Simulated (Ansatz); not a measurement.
Br2Ge (SMILES [Br][Ge][Br]) moved off its minimum; all values from Ansatz (an electronic-structure program), cores frozen in correlated methods.
(charge 0, multiplicity 1)
```xyz
3

Ge     0.0860     0.0393     1.1114
Br     0.8637    -1.6560    -0.5566
Br    -1.0379     1.5407    -0.4749
```

```json
[
 {"level": "HF/def2-TZVPP", "largest force (eV/Å)": "1.94", "on atom": "Ge1", "rms difference from CCSD(T)/aug-cc-pVTZ (eV/Å)": "0.111", "dipole (D)": "3.27"},
 {"level": "PBE/def2-TZVPP", "largest force (eV/Å)": "1.57", "on atom": "Ge1", "rms difference from CCSD(T)/aug-cc-pVTZ (eV/Å)": "0.079", "dipole (D)": "2.52"},
 {"level": "r2SCAN/def2-TZVPP", "largest force (eV/Å)": "1.88", "on atom": "Ge1", "rms difference from CCSD(T)/aug-cc-pVTZ (eV/Å)": "0.089", "dipole (D)": "2.59"},
 {"level": "B3LYP/def2-TZVPP", "largest force (eV/Å)": "1.58", "on atom": "Ge1", "rms difference from CCSD(T)/aug-cc-pVTZ (eV/Å)": "0.083", "dipole (D)": "2.83"},
 {"level": "wB97M-V/def2-TZVPP", "largest force (eV/Å)": "2.03", "on atom": "Ge1", "rms difference from CCSD(T)/aug-cc-pVTZ (eV/Å)": "0.172", "dipole (D)": "3.04"},
 {"level": "MP2/aug-cc-pVTZ", "largest force (eV/Å)": "1.85", "on atom": "Ge1", "rms difference from CCSD(T)/aug-cc-pVTZ (eV/Å)": "0.082", "dipole (D)": "2.79"},
 {"level": "CCSD(T)/aug-cc-pVTZ", "largest force (eV/Å)": "1.69", "on atom": "Ge1", "rms difference from CCSD(T)/aug-cc-pVTZ (eV/Å)": "0.000", "dipole (D)": "2.68"}
]
```

The differences count from one level among others, with limits of its own. Forces at CCSD(T)/aug-cc-pVTZ (eV/Å):

| atom | Fx | Fy | Fz |
|---|---|---|---|
| Ge1 | -0.086 | -0.253 | -1.670 |
| Br2 | -0.367 | 0.835 | 0.931 |
| Br3 | 0.453 | -0.581 | 0.739 |
